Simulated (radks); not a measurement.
Q: Valence configurations of Ir (all share [Xe]). All-electron calculation, scalar-relativistic Kohn-Sham, PBE, spin-polarised, spherical densities, finite nucleus; open shells are filled with parallel spins first (spin-orbit coupling, left out, can overturn this in heavy ions); Fermi nuclear charge, rms radius 5.4032 fm. Program: a radial shooting solver on a logarithmic mesh with Libxc functionals. Order these by energy: 4f13 5d8 6s2; 4f14 5d9; 4f14 5d7 6s1 6p1; 4f14 5d6.5 6s2 6p0.5; 4f14 5d8 6s1; 4f13 5d7 6s2 6p1; 4f13 5d6.5 6s2 6p1.5; 4f13 5d6 6s2 6p2; 4f14 5d7 6s2; 4f13 5d7.5 6s2 6p0.5.

A: From the lowest, in eV above it: 4f14 5d8 6s1 0.000; 4f14 5d7 6s2 0.043; 4f14 5d9 1.472; 4f14 5d6.5 6s2 6p0.5 2.600; 4f14 5d7 6s1 6p1 4.043; 4f13 5d8 6s2 60.231; 4f13 5d7.5 6s2 6p0.5 63.558; 4f13 5d7 6s2 6p1 67.343; 4f13 5d6.5 6s2 6p1.5 71.565; 4f13 5d6 6s2 6p2 76.212. NIST lists [Xe] 4f14 5d7 6s2 as the ground configuration; this level of theory puts 4f14 5d8 6s1 lower, by 0.043 eV. The energies are those of spherical high-spin densities, not of single terms.
